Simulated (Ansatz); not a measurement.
One geometry of B₂As₃⁻, several levels of theory.

```yaml
crystal:
  periodic: [false, false, false]
  atoms:
    - {symbol: B, position_ang: [0.069253, 0.042072, -0.677565]}
    - {symbol: B, position_ang: [0.298071, -0.779778, 0.872895]}
    - {symbol: As, position_ang: [-1.185122, 0.477940, 1.135661]}
    - {symbol: As, position_ang: [-0.320897, 1.934769, -0.726225]}
    - {symbol: As, position_ang: [1.138695, -1.675002, -0.604767]}
basis:
  gaussian: {orbitals: 6-31G}
total_charge: -1
hamiltonian: {xc: {name: B3LYP}, dispersion: d4}
scf: {omitted_lower_state_checks: [starts]}
output: {orbitals: {seedname: orbitals}}
```

The file start.molden holds the orbitals of an earlier run on this structure, at another level or in another basis.

```sh
$ ansatz run in.yaml --threads 4 --pin off --events-out ev --progress --plain --max-ram 4787MiB
```

Output, abridged:

```
Functional definition: B3LYP
1005 factors; integrals over basis functions are off by at most 1.9e-4 eV
mean field evaluation 1: about -183850.4236 eV, gradient 1.7e1 eV
mean field evaluation 2: about -183849.5543 eV, gradient 2.2e1 eV
mean field evaluation 4: about -183850.9677 eV, gradient 1.6e0 eV
mean field evaluation 8: about -183850.9865 eV, gradient 1.7e-1 eV
mean field evaluation 16: about -183850.9866 eV, gradient 8.6e-5 eV
mean field -183850.98657846 eV, -6756.3991380839 hartree, gradient 8.6e-5 eV, S^2 0.000000; 0 other end points of the search recorded, 0 dependent functions left out
reference -183850.98680336 eV, -6756.3991463489 hartree; 55, 55 occupied and 50, 50 virtual orbitals, 1005 factors
Total energy: -183851.46657129 eV, -6756.4167774952 hartree
Checks for a lower state left out: starts
```

It took 2.8 s on 4 threads of Arm Neoverse N1 on a shared host.

The first input with `gaussian: {orbitals: def2-TZVPD, initial_orbitals: start.molden}`, `hamiltonian: {xc: pbe, dispersion: d4}`, `output: {forces: true, orbitals: {seedname: orbitals}}` (abridged; 6.5 s):

```
Functional definition: PBE
mean field -183849.10413039 eV, -6756.3299593933 hartree, gradient 1.6e-5 eV, S^2 0.000000
Total energy: -183849.38944078 eV, -6756.3404443568 hartree
Atom 0 force     0.010655     0.025256     0.046764 eV/Å
Atom 1 force    -0.057912     0.052874    -0.086403 eV/Å
Atom 2 force     0.105483    -0.037351    -0.057788 eV/Å
Atom 3 force     0.006694    -0.138651     0.041442 eV/Å
Atom 4 force    -0.064920     0.097871     0.055986 eV/Å
Dipole moment:    -0.128498     0.073991     0.025650 e Å
Checks for a lower state left out: starts
```

As the first input, with `gaussian: {orbitals: def2-SVPD, initial_orbitals: start.molden}`, `hamiltonian: {xc: {text: "exchange = 0.90*pbe_x + 0.10*exact_x\ncorrelation = pbe_c"}}` (abridged; 5.5 s):

```
Functional definition: unnamed
mean field -183827.30391555 eV, -6755.5288162744 hartree, gradient 1.0e-5 eV, S^2 0.000000
Total energy: -183827.30395085 eV, -6755.5288175719 hartree
Checks for a lower state left out: starts
```

First input, but with `gaussian: {orbitals: def2-TZVPD, initial_orbitals: start.molden}`, `hamiltonian: {xc: {name: B2PLYP}}` and without the key `output` (abridged; 18 s):

```
Functional definition: B2PLYP
mean field -183837.36543730 eV, -6755.8985703791 hartree, gradient 2.7e-6 eV, S^2 0.000000
29 core orbitals not correlated: weight in the atoms' cores, before any rotation towards them, 1.000 or more for the frozen orbitals, at most 0.000 for the correlated occupied ones
second order -34.19283387 eV of doubles, -0.00000000 eV of singles
Total energy: -183846.59764409 eV, -6756.2378477205 hartree
Checks for a lower state left out: starts
```

The first input with `gaussian: {orbitals: def2-TZVPD, initial_orbitals: start.molden}`, `hamiltonian: {xc: {name: BHLYP}, dispersion: d4}` (abridged; 15 s):

```
Functional definition: BHLYP
mean field -183875.47148852 eV, -6757.2989419319 hartree, gradient 1.1e-5 eV, S^2 0.000000
Total energy: -183875.93732200 eV, -6757.3160609967 hartree
Checks for a lower state left out: starts
```

First input, but with `gaussian: {orbitals: def2-SVPD, initial_orbitals: start.molden}`, `hamiltonian: {xc: pbe, dispersion: d4}` (abridged; 2.9 s):

```
Functional definition: PBE
mean field -183825.28968065 eV, -6755.4547945075 hartree, gradient 9.7e-6 eV, S^2 0.000000
Total energy: -183825.57499047 eV, -6755.4652794499 hartree
Checks for a lower state left out: starts
```

First input, but with `gaussian: {orbitals: def2-SVPD, initial_orbitals: start.molden}`, `hamiltonian: {xc: pbe0, dispersion: d4}` (abridged; 6 s):

```
Functional definition: PBE0
mean field -183830.40270706 eV, -6755.6426947620 hartree, gradient 2.3e-5 eV, S^2 0.000000
Total energy: -183830.64583341 eV, -6755.6516294906 hartree
Checks for a lower state left out: starts
```

Geometry: PBE-D4/def2-SVPD.

The 6-31G sets use Cartesian d functions. B3LYP takes the VWN-RPA correlation. Correlated methods freeze 29 core orbitals; core or outer-core shells of As are correlated, in sets that lack core-valence functions. The structure comes from a short search, and lower isomers may exist.
